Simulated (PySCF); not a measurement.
C4H9 (SMILES C[C-](C)C), charge -1, singlet, geometry from GFN2-xTB (in this run its highest filled SCF level lies above zero, so its values depend strongly on the basis, on diffuse functions most of all); M06L/STO-3G run with PySCF.

PySCF was given this input:
```python
from pyscf import gto, scf, dft

mol = gto.M(
    atom='''
C     0.003661   -0.002580    0.509874
C     0.006049    1.421252   -0.057009
H    -0.001717    1.487431   -1.176831
H    -0.871860    1.980056    0.291022
H     0.893924    1.972031    0.278302
C     1.226828   -0.715732   -0.076588
H     1.271049   -0.740558   -1.197244
H     2.154877   -0.235280    0.258078
H     1.264979   -1.760501    0.256751
C    -1.234259   -0.704546   -0.058859
H    -1.294844   -0.728896   -1.178760
H    -1.277099   -1.748947    0.275063
H    -2.152985   -0.215700    0.289111
''',
    basis='sto-3g',
    charge=-1,
    spin=0,
    verbose=4,
)

mf = dft.RKS(mol)
mf.xc = 'm06l'
mf.grids.prune = dft.gen_grid.treutler_prune
mf.kernel()
```

Question: Write the output that PySCF gives for this input, abridged.

Answer: 
```
PySCF version 2.14.0

[INPUT] verbose = 4
[INPUT] num. atoms = 13
[INPUT] num. electrons = 34
[INPUT] charge = -1
[INPUT] spin (= nelec alpha-beta = 2S) = 0
[INPUT] symmetry False subgroup None
[INPUT] Mole.unit = angstrom
[INPUT] Symbol           X                Y                Z      unit          X                Y                Z       unit  Magmom
[INPUT]  1 C      0.003661000000  -0.002580000000   0.509874000000 AA    0.006918287342  -0.004875493401   0.963522218036 Bohr   0.0
[INPUT]  2 C      0.006049000000   1.421252000000  -0.057009000000 AA    0.011430953327   2.685777033990  -0.107731396635 Bohr   0.0
[INPUT]  3 H     -0.001717000000   1.487431000000  -1.176831000000 AA   -0.003244659756   2.810837219188  -2.223888284898 Bohr   0.0
[INPUT]  4 H     -0.871860000000   1.980056000000   0.291022000000 AA   -1.647576618963   3.741763551302   0.549951876223 Bohr   0.0
[INPUT]  5 H      0.893924000000   1.972031000000   0.278302000000 AA    1.689271536176   3.726598499152   0.525914559919 Bohr   0.0
[INPUT]  6 C      1.226828000000  -0.715732000000  -0.076588000000 AA    2.318368921948  -1.352537458587  -0.144730344428 Bohr   0.0
[INPUT]  7 H      1.271049000000  -0.740558000000  -1.197244000000 AA    2.401934500902  -1.399451799356  -2.262463264279 Bohr   0.0
[INPUT]  8 H      2.154877000000  -0.235280000000   0.258078000000 AA    4.072127362124  -0.444614762588   0.487696738776 Bohr   0.0
[INPUT]  9 H      1.264979000000  -1.760501000000   0.256751000000 AA    2.390463863326  -3.326864732023   0.485189072208 Bohr   0.0
[INPUT] 10 C     -1.234259000000  -0.704546000000  -0.058859000000 AA   -2.332411476780  -1.331398982158  -0.111227389966 Bohr   0.0
[INPUT] 11 H     -1.294844000000  -0.728896000000  -1.178760000000 AA   -2.446900534036  -1.377413813291  -2.227533566592 Bohr   0.0
[INPUT] 12 H     -1.277099000000  -1.748947000000   0.275063000000 AA   -2.413367343956  -3.305030836380   0.519793737001 Bohr   0.0
[INPUT] 13 H     -2.152985000000  -0.215700000000   0.289111000000 AA   -4.068552000297  -0.407613925069   0.546340609599 Bohr   0.0

nuclear repulsion = 125.790996270979
number of shells = 21
number of NR pGTOs = 87
number of NR cGTOs = 29
basis = sto-3g
ecp = {}

******** <class 'pyscf.dft.rks.RKS'> ********
method = RKS
initial guess = minao
damping factor = 0
level_shift factor = 0
DIIS = <class 'pyscf.scf.diis.CDIIS'>
diis_start_cycle = 1
diis_space = 8
diis_damp = 0
SCF conv_tol = 1e-09
SCF conv_tol_grad = None
SCF max_cycles = 50
direct_scf = True
direct_scf_tol = 1e-13
XC library pyscf.dft.libxc version 7.1.2
    S. Lehtola, C. Steigemann, M. J. T. Oliveira, and M. A. L. Marques,  SoftwareX 7, 1–5 (2018)
XC functionals = m06l
    Y. Zhao and D. G. Truhlar,  J. Chem. Phys. 125, 194101 (2006)
    Y. Zhao and D. G. Truhlar,  J. Chem. Phys. 125, 194101 (2006)
    Y. Zhao and D. G. Truhlar,  Theor. Chem. Acc. 120, 215 (2008)
radial grids:
    Treutler-Ahlrichs [JCP 102, 346 (1995); DOI:10.1063/1.469408] (M4) radial grids

becke partition: Becke, JCP 88, 2547 (1988); DOI:10.1063/1.454033
pruning grids: <function treutler_prune>
grids dens level: 3
symmetrized grids: False
atomic radii adjust function: <function treutler_atomic_radii_adjust>
small_rho_cutoff = 0
Set gradient conv threshold to 3.16228e-05
Initial guess from minao.
tot grids = 123720
init E= -155.713275884239
  HOMO = -0.162030420349993  LUMO = 0.271218062889037  gap/eV = 11.78929
cycle= 1 E= -155.565411022979  delta_E= 0.148  |g|= 0.545  |ddm|= 4.21
  HOMO = 0.456602109077799  LUMO = 0.681576637986777  gap/eV = 6.12187
cycle= 2 E= -155.544321235275  delta_E= 0.0211  |g|= 0.581  |ddm|= 2.02
  HOMO = 0.296063806685278  LUMO = 0.637657066062324  gap/eV = 9.29523
cycle= 3 E= -155.671785497624  delta_E= -0.127  |g|= 0.0593  |ddm|= 1.18
  HOMO = 0.305083859236895  LUMO = 0.634886657092542  gap/eV = 8.97439
cycle= 4 E= -155.672809317196  delta_E= -0.00102  |g|= 0.018  |ddm|= 0.107
  HOMO = 0.304931084459842  LUMO = 0.636769239065688  gap/eV = 9.02978
cycle= 5 E= -155.672911342762  delta_E= -0.000102  |g|= 0.00106  |ddm|= 0.0279
  HOMO = 0.305024173406065  LUMO = 0.636657784351713  gap/eV = 9.02421
cycle= 6 E= -155.672911790266  delta_E= -4.48e-07  |g|= 0.000235  |ddm|= 0.00261
  HOMO = 0.305011470717668  LUMO = 0.63668041456166  gap/eV = 9.02517
cycle= 7 E= -155.672911817109  delta_E= -2.68e-08  |g|= 1.28e-05  |ddm|= 0.000583
  HOMO = 0.305013079414413  LUMO = 0.636679334010266  gap/eV = 9.02510
cycle= 8 E= -155.672911817161  delta_E= -5.24e-11  |g|= 6.68e-06  |ddm|= 3.28e-05
  HOMO = 0.30501324254263  LUMO = 0.636679901312319  gap/eV = 9.02511
Extra cycle  E= -155.672911817161  delta_E= 1.14e-13  |g|= 6.84e-06  |ddm|= 1.86e-05
converged SCF energy = -155.672911817161
```
